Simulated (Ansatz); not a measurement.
`C[CH](C)[Al]([F])[F]` + H₂ → `[F][AlH][F]` + `CCC` at 600 K and 1 bar (hydrogenolysis of the Al–C bond).

Gas-phase electronic energies from Ansatz, PBE0-D4/def2-TZVP geometries. CBS: MP2 limit from def2 TZ/QZ plus the TZ coupled-cluster correction, frozen cores. This one scheme is used for every species. Each species was taken in one conformer, which may not be the lowest.

| species | CCSD(T)/CBS energy (Eh) | H − E (kJ/mol) | S (J/(mol·K)) |
| --- | --- | --- | --- |
| `C[CH](C)[Al]([F])[F]` | -560.14242 | 329.7 | 491.6 |
| H₂ | -1.17544 | 43.9 | 150.8 |
| `[F][AlH][F]` | -442.35155 | 62.3 | 308.1 |
| `CCC` | -118.98051 | 315.9 | 335.6 |

H − E and S are ideal-gas, rigid-rotor, harmonic terms from PBE0-D4/def2-TZVP, for one conformer and one mirror image of each species. For small species the MP2-based limit differs from directly extrapolated CCSD(T) by up to some mEh (0.8 for H₂); such offsets cancel only in part. 1 Eh = 2625.50 kJ/mol, R = 8.31446 J/(mol·K).

Task: By hand: ΔE, ΔH, ΔS and ΔG.

Result: ΔE = (-442.35155) + (-118.98051) − (-560.14242) − (-1.17544) = -0.01420 Eh = -37.3 kJ/mol. Δ(H − E) = 62.3 + 315.9 − 329.7 − 43.9 = 4.6, so ΔH = -32.7 kJ/mol. ΔS = 308.1 + 335.6 − 491.6 − 150.8 = 1.3 J/(mol·K). ΔG = -32.7 − 600 × (1.3)/1000 = -33.5 kJ/mol.

Task: By hand: the equilibrium constant, and the temperature at which ΔG would vanish if ΔH and ΔS stayed fixed.

Result: log₁₀ K = −ΔG/(RT ln 10) = 2.9. ΔH and −TΔS have one sign here, so there is no such temperature. One of them is within its doubt of zero, so this could turn.

The number of gas molecules stays the same, so ΔS is small and ΔH decides. A doubt of 5 kJ/mol in ΔE shifts log₁₀ K by 0.4 here. Other conformers and mirror images would add mixing entropy, several J/(mol·K) or more a flexible species. Modes under 60 cm⁻¹, often nearly free rotors, make the harmonic entropy too high. These are equilibria of isolated gas molecules and say nothing of rates. Largest T1 diagnostic: 0.013 (customary marks: 0.02 for closed shells, 0.045 for open ones).
